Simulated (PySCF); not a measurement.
## SiAs under electron impact: the energy ladder

PBE0 in PySCF with def2-TZVPPD on every atom, for the lowest determinant that a PBE0 search found; no spin–orbit coupling.

```json
{"species": "SiAs", "state (unpaired electrons)": "doublet (π ↑)", "Re (Å)": "2.172", "ωe (cm⁻¹)": "510", "energy of the minimum from the neutral (eV)": "0.00", "De (eV)": "3.35", "dissociates to": "Si + As"}
{"species": "SiAs⁺", "state (unpaired electrons)": "triplet (π ↑↑)", "Re (Å)": "2.324", "ωe (cm⁻¹)": "411", "energy of the minimum from the neutral (eV)": "8.51", "De (eV)": "3.05", "dissociates to": "Si⁺ + As"}
{"species": "SiAs⁻", "state (unpaired electrons)": "singlet (closed shell)", "Re (Å)": "2.097", "ωe (cm⁻¹)": "565", "energy of the minimum from the neutral (eV)": "-2.72", "De (eV)": "4.81", "dissociates to": "Si⁻ + As"}
```

**Question.** Work out the lowest energy to break SiAs into atoms, from its vibrational ground state.

**Answer.** D0 = De − ωe/2 = 3.35 − 0.03 = 3.32 eV (PBE0/def2-TZVPPD).

**Question.** Work out the ionisation energy of the Si atom at this level and the threshold of dissociative ionisation.

**Answer.** IE(Si) = 8.51 + 3.05 − 3.35 = 8.21 eV, so Si⁺ + As + e⁻ appears at D0 + IE(Si) = 11.53 eV (PBE0/def2-TZVPPD). The measured IE(Si) is 8.152 eV (NIST ASD).

**Question.** Work out the electron affinity of the Si atom and the threshold of dissociative attachment.

**Answer.** EA(Si) = 3.35 − 4.81 − (-2.72) = 1.26 eV, so Si⁻ + As needs D0 − EA(Si) = 2.06 eV (PBE0/def2-TZVPPD). The measured EA(Si) is 1.39 eV.

These are thermodynamic thresholds; the onsets seen under electron impact lie higher where the geometry changes, and cross-sections peak well above them.

Spin–orbit coupling is left out. For an ion De counts to the pair picked by the measured ionisation energies or electron affinities, which need not be the lowest pair at this level. States were picked by a PBE0 search and need not be the measured ground states.
